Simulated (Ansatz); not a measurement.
Molecule: CH₂BCl₂, charge -1, multiplicity 1. It need not be the lowest isomer of its formula. Whether it binds its extra electron was not tested at this geometry. 
Structure (B3LYP-D3(BJ)/def2-TZVP (Ansatz, an electronic-structure program) minimum search):
SMILES: [CH2-]B(Cl)Cl
```xyz
6

B     -0.4739    -0.0962     0.0413
Cl     0.2120     1.5235    -0.5434
Cl     0.8726    -1.3032     0.4488
C     -1.8664    -0.3790     0.1627
H     -2.2387    -1.3389     0.5086
H     -2.6332     0.3495    -0.0840
```
Charge -1, spin multiplicity 1.

Basis-set convergence of Hartree-Fock and CCSD correlation energies (hartree) with Ansatz. Correlated levels leave the core frozen unless marked. No spin-orbit coupling. No relativistic terms. This anion needs diffuse functions, which these sets lack.

```csv
basis,functions,E(HF),"E(corr, CCSD)"
cc-pV(D+d)Z,84,-982.82131,-0.54823
cc-pV(T+d)Z,166,-982.87016,-0.70486
cc-pV(Q+d)Z,298,…,…
```

Problem. Complete the blanks.

Solution. 
- cc-pV(Q+d)Z, E(HF): -982.88332
- cc-pV(Q+d)Z, E(corr, CCSD): -0.75700
